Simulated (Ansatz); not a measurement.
Mulliken charges of C2HCl2FTi, SMILES `C#[C][Ti]([F])([Cl])[Cl]` from B3LYP/def2-TZVPP in Ansatz (PBE0-D4/def2-TZVP geometry).

| atom | x (Å) | y (Å) | z (Å) | charge (e) |
| --- | --- | --- | --- | --- |
| C1 | 1.560 | -1.349 | 0.534 | -0.142 |
| C2 | 0.658 | -0.599 | 0.220 | -0.365 |
| Ti3 | -0.841 | 0.609 | -0.303 | 0.974 |
| F4 | -2.187 | -0.371 | -0.785 | -0.334 |
| Cl5 | -0.143 | 1.834 | -1.950 | -0.190 |
| Cl6 | -1.339 | 1.815 | 1.429 | -0.190 |
| H7 | 2.353 | -2.007 | 0.810 | 0.248 |

Task: By hand: the dipole of these point charges (1 e Å = 4.8032 D).

Result: Σ q r = (0.315, -0.064, 0.111) e Å, of length 0.340 e Å = 1.63 D.

Task: How does the dipole of the full density compare? (Best estimate.)

Result: Computed: (0.286, -0.180, 0.100) e Å, 1.69 D; the point charges give 0.96 times that, at 20° from its direction.

Point charges leave out the atoms' own dipoles, such as those of lone pairs, and Mulliken's split depends on the basis, so the two needn't agree.

B3LYP here is the variant with VWN-RPA as its local correlation; programs differ in this.
